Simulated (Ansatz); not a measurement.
Computed with Ansatz on PBE0-D4/def2-TZVP structures; ΔE is electronic, products minus reactants. CCSD(T)/CBS adds triple-zeta CCSD(T) − MP2 to the extrapolated MP2 energy (def2 sets, frozen cores). This one scheme is used for every species. DFT in def2-TZVPP. One conformer a species, not always the lowest.

Reaction (hydrogenolysis of a C–C bond): `CCC(=N)[SiH3]` + H₂ → `N=C[SiH3]` + ethane

```
             level  ΔE (kJ/mol)  difference from CCSD(T)/CBS
       LDA (SPW92)        -25.1                         12.3
           BLYP-D4        -35.6                          1.8
           PBE0-D4        -37.0                          0.4
        r2SCANh-D4        -36.5                          0.9
        r2SCAN0-D4        -38.1                         -0.7
          BHLYP-D4        -44.2                         -6.8
           ωB97M-V        -38.5                         -1.1
RPA@PBE/def2-TZVPP        -39.8                         -2.4
     CCSD/def2-SVP        -46.1                         -8.7
    MP2/def2-TZVPP        -31.9                          5.5
   CCSD/def2-TZVPP        -45.0                         -7.6
     HF/def2-QZVPP        -67.7                        -30.3
    MP2/def2-QZVPP        -31.2                          6.2
      HF/CBS(def2)        -67.7                        -30.3
     MP2/CBS(def2)        -30.6                          6.8
    CCSD/CBS(def2)        -43.6                         -6.2
       CCSD(T)/CBS        -37.4                            0
```

Largest T1 diagnostic among the species: 0.012.

In def2-TZVPP, CCSD(T) changes the Hartree–Fock value by +28.9 kJ/mol (the triples alone add +6.2 kJ/mol) and MP2 by +35.7 kJ/mol. The D4 term adds +15.7 kJ/mol with B3LYP and +8.8 kJ/mol with PBE0; it sums over pairs of atoms, weighted by their polarisabilities, and B3LYP, whose exchange is more repulsive, gets the larger term. From r2SCAN to r2SCAN0 (25 % exact exchange), in def2-TZVPP and without D4, ΔE moves by −3.3 kJ/mol.

B3LYP here is the variant with VWN-RPA as its local correlation; programs differ in this.
